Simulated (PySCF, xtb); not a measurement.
TiO2, SMILES [O]=[Ti]=[O], multiplicity 1.

Harmonic wavenumbers (cm⁻¹) from GFN2-xTB in xtb at its own minimum, in rising order: 274, 810, 829.

Question: What does PySCF with TPSSh-D3(BJ)/def2-TZVP give at its own minimum? (The exact figures need the calculation; the answer reports its results.)

Answer: 343, 986, 1025. Paired by order, the mean absolute difference is 147 cm⁻¹ and the zero-point energies are 2.7 and 3.4 kcal/mol.
